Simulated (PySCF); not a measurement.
A K-edge absorption job on `[SiH]1(C)P[SiH2]P[SiH2]P1`.

Computed with core-valence-separated TDA BHandHLYP/aug-pcX-1 H:pcseg-1 Si:def2-SVPD P:def2-SVPD, K edges, non-relativistic, gas phase (PySCF 2.14.0, density-fitted response routines). Geometry: PBE0-D3(BJ)/def2-SVP. The input is one job of a driver script: a line of settings, then coordinates in Å.

Input:
```
{"job": {"kind": "xas", "xc": "BHandHLYP", "basis": {"default": "aug-pcX-1", "H": "pcseg-1", "Si": "def2-SVPD", "P": "def2-SVPD"}}, "charge": 0, "multiplicity": 1}
C     -2.991965     0.510853    -0.663621
Si    -1.163773     0.170529    -0.412411
P     -0.198712     1.992355     0.533107
Si     1.947417     1.373469     0.171723
P      2.410229    -0.202375     1.732745
Si     1.269983    -1.886161     0.732913
P     -0.924048    -1.485094     1.120579
H     -3.135591     1.344915    -1.368143
H     -3.497444    -0.377322    -1.073646
H     -3.466345     0.774435     0.293418
H     -0.516639    -0.185411    -1.717405
H     -0.281032     2.781834    -0.659123
H      2.825933     2.553564     0.433445
H      2.192523     0.895027    -1.226658
H      3.665732    -0.565180     1.148403
H      1.640560    -3.161089     1.418543
H      1.589591    -2.016025    -0.724985
H     -1.373361    -2.513600     0.230970
```

Output:
```
coarse grid: 17656 points
cycle   1  E = -1936.5111970890  dE =  2.159e-01  |g| = 3.203e-01  |ddm| = 4.313e+00
cycle   2  E = -1936.5314383608  dE = -2.024e-02  |g| = 2.400e-01  |ddm| = 7.446e-01
cycle   3  E = -1936.5494567280  dE = -1.802e-02  |g| = 4.649e-02  |ddm| = 3.920e-01
cycle   4  E = -1936.5503080877  dE = -8.514e-04  |g| = 1.079e-02  |ddm| = 1.037e-01
cycle   5  E = -1936.5503531535  dE = -4.507e-05  |g| = 3.299e-03  |ddm| = 2.518e-02
cycle   6  E = -1936.5503572121  dE = -4.059e-06  |g| = 7.128e-04  |ddm| = 5.912e-03
final grid: 141856 points
cycle   7  E = -1936.6981677719  dE = -1.672e-05  |g| = 2.045e-03  |ddm| = 2.283e-02
cycle   8  E = -1936.6981680377  dE = -2.659e-07  |g| = 1.777e-03  |ddm| = 4.940e-03
cycle   9  E = -1936.6981689534  dE = -9.157e-07  |g| = 1.165e-04  |ddm| = 2.146e-03
cycle  10  E = -1936.6981689582  dE = -4.792e-09  |g| = 6.175e-05  |ddm| = 3.636e-04
cycle  11  E = -1936.6981689596  dE = -1.429e-09  |g| = 1.158e-05  |ddm| = 1.158e-04
cycle  12  E = -1936.6981689597  dE = -6.366e-11  |g| = 3.709e-06  |ddm| = 3.309e-05
converged SCF energy = -1936.6981689597

C K edge
   eV          f      from atoms
  285.173   0.00023   C0
  285.599   0.02891   C0
  285.967   0.03145   C0
  286.090   0.02804   C0
  286.122   0.00100   C0
  286.328   0.00811   C0
  286.600   0.00019   C0
  286.643   0.00104   C0
```

Atoms in this output count from 0.

Summary of the converged run: lowest C 1s excitation 285.2 eV; the energies are raw, with no shift to experiment and no relativistic term.

Time: 21 s. Hardware: Arm Neoverse V2, one thread, shared host.

One conformer stands for the species.
Labels such as C1 count atoms from 1, the log's own numbers from 0.
